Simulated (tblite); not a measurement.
Species: C6H10OSSi.
Numbering: `[O:1]=[CH:2][C@@H:3]1[CH2:4][CH:5]=[C:6]([S:7][SiH3:8])[CH2:9]1` (hydrogens: H10 on C2; H11 on C3; H12, H13 on C4; H14 on C5; H15, H16, H17 on Si8; H18, H19 on C9)

Computed with GFN2-xTB (tblite), gas phase: L-BFGS steps from a force-field or distance-geometry start until the largest atomic force falls under 0.01 eV/Å.

Step 42: E = -734.1640 eV
```
atom  x, y, z in Å  |  force x, y, z in eV/Å
O1     -3.7474    0.0367   -0.3743   -0.015  -0.001  -0.020
C2     -3.0161   -0.2595    0.5263   -0.005  -0.010  -0.053
C3     -1.6156    0.2464    0.7271   -0.038  -0.002   0.026
C4     -1.0569    1.0412   -0.4694    0.003  -0.019  -0.006
C5      0.3377    0.5194   -0.6322    0.014   0.007   0.025
C6      0.5695   -0.5305    0.1455    0.006   0.004   0.047
S7      2.0301   -1.5026    0.2979   -0.041   0.020  -0.026
Si8     3.5786   -0.0730   -0.1210    0.055   0.010   0.013
C9     -0.6316   -0.9226    0.9613    0.003   0.011  -0.040
H10    -3.3364   -0.9719    1.3147    0.004   0.033  -0.005
H11    -1.6523    0.8783    1.6200    0.054   0.013   0.029
H12    -1.0769    2.1212   -0.3066    0.002  -0.058   0.040
H13    -1.6442    0.8378   -1.3701   -0.050  -0.004   0.021
H14     1.0202    0.9646   -1.3347    0.021  -0.025   0.034
H15     3.3236    1.0662    0.7518    0.001   0.003  -0.030
H16     4.7776   -0.8197    0.2232   -0.029   0.020  -0.008
H17     3.5524    0.3153   -1.5271   -0.005  -0.026   0.012
H18    -0.3829   -1.0764    2.0138   -0.003   0.048  -0.086
H19    -1.0393   -1.8616    0.5762    0.022  -0.024   0.027
```

Step 43: E = -734.1653 eV
```
atom  x, y, z in Å  |  force x, y, z in eV/Å
O1     -3.7358    0.0335   -0.3911   -0.033   0.011  -0.030
C2     -3.0129   -0.2621    0.5164    0.005  -0.033  -0.062
C3     -1.6166    0.2477    0.7315   -0.010  -0.009   0.018
C4     -1.0556    1.0455   -0.4617   -0.001  -0.012   0.006
C5      0.3357    0.5182   -0.6313    0.012  -0.002   0.021
C6      0.5683   -0.5311    0.1473    0.012   0.002   0.015
S7      2.0276   -1.5089    0.2854   -0.031   0.053  -0.024
Si8     3.5781   -0.0750   -0.1263    0.001  -0.026   0.016
C9     -0.6296   -0.9183    0.9699    0.017   0.007  -0.029
H10    -3.3368   -0.9803    1.2964   -0.010   0.020   0.023
H11    -1.6615    0.8770    1.6246    0.047   0.027   0.048
H12    -1.0709    2.1247   -0.2922    0.008  -0.057   0.030
H13    -1.6487    0.8482   -1.3596   -0.039   0.006   0.005
H14     1.0152    0.9573   -1.3406    0.022  -0.021   0.040
H15     3.3091    1.0637    0.7404    0.002   0.025  -0.008
H16     4.7750   -0.8176    0.2279   -0.006   0.008  -0.001
H17     3.5609    0.3113   -1.5319   -0.006  -0.023  -0.010
H18    -0.3743   -1.0630    2.0222   -0.012   0.047  -0.079
H19    -1.0370   -1.8616    0.5954    0.022  -0.023   0.022
```

Step 44: E = -734.1663 eV
```
atom  x, y, z in Å  |  force x, y, z in eV/Å
O1     -3.7250    0.0300   -0.4084   -0.029   0.011  -0.023
C2     -3.0099   -0.2660    0.5052    0.011  -0.038  -0.048
C3     -1.6177    0.2490    0.7360    0.010  -0.006   0.017
C4     -1.0540    1.0501   -0.4538   -0.010  -0.020   0.002
C5      0.3342    0.5169   -0.6303   -0.006   0.001   0.010
C6      0.5673   -0.5316    0.1489    0.003   0.000  -0.014
S7      2.0245   -1.5144    0.2721   -0.010   0.064  -0.014
Si8     3.5771   -0.0774   -0.1313   -0.044  -0.040   0.012
C9     -0.6272   -0.9136    0.9783    0.013  -0.009  -0.029
H10    -3.3377   -0.9897    1.2781   -0.016   0.017   0.028
H11    -1.6705    0.8768    1.6306    0.034   0.010   0.026
H12    -1.0640    2.1276   -0.2767    0.010  -0.041   0.020
H13    -1.6536    0.8597   -1.3496   -0.014   0.019   0.010
H14     1.0108    0.9494   -1.3463    0.023  -0.012   0.043
H15     3.2940    1.0615    0.7292    0.004   0.034   0.003
H16     4.7723   -0.8156    0.2327    0.014  -0.005   0.007
H17     3.5690    0.3067   -1.5374   -0.007  -0.022  -0.019
H18    -0.3654   -1.0479    2.0297   -0.014   0.041  -0.052
H19    -1.0341   -1.8622    0.6157    0.027  -0.004   0.021
```

Question: Estimate the geometry and energy of step 45. (The exact step hangs on the optimiser's Hessian estimate; all steps are aligned on step 44, rigid shifts and turns removed.)

Answer: E = -734.1671 eV, largest force 0.076 eV/Å
```
atom  x, y, z in Å  |  force x, y, z in eV/Å
O1     -3.7193    0.0297   -0.4178   -0.033   0.006  -0.031
C2     -3.0088   -0.2673    0.4987    0.011  -0.027  -0.013
C3     -1.6187    0.2483    0.7381    0.039  -0.012  -0.016
C4     -1.0541    1.0507   -0.4500   -0.012  -0.004   0.012
C5      0.3328    0.5170   -0.6287   -0.007  -0.002  -0.003
C6      0.5667   -0.5312    0.1503   -0.001   0.006  -0.046
S7      2.0222   -1.5146    0.2662    0.018   0.037  -0.002
Si8     3.5768   -0.0786   -0.1333   -0.069  -0.032   0.007
C9     -0.6260   -0.9124    0.9807    0.008  -0.008  -0.005
H10    -3.3395   -0.9900    1.2705   -0.030  -0.001   0.031
H11    -1.6711    0.8748    1.6333    0.012   0.009   0.029
H12    -1.0619    2.1268   -0.2674    0.008  -0.020   0.007
H13    -1.6557    0.8637   -1.3450   -0.010   0.025   0.002
H14     1.0083    0.9458   -1.3473    0.034   0.004   0.034
H15     3.2870    1.0623    0.7217    0.008   0.039   0.014
H16     4.7694   -0.8164    0.2358    0.031  -0.012   0.013
H17     3.5722    0.3046   -1.5391   -0.004  -0.023  -0.031
H18    -0.3604   -1.0394    2.0310   -0.014   0.027  -0.011
H19    -1.0297   -1.8644    0.6252    0.013  -0.010   0.010
```

The energy changes by -0.0008 eV. The first-order estimate −F·Δx gives -0.0012 eV and the mean of the old and new forces, exact on a quadratic surface, -0.0008 eV. The step makes an angle of 76° with the force vector and moves no atom by more than 0.011 Å.

What follows is the cost of the whole relaxation. Hardware: one thread, Arm Neoverse V1 (aarch64) (shared host). Cost: 1.7 s.
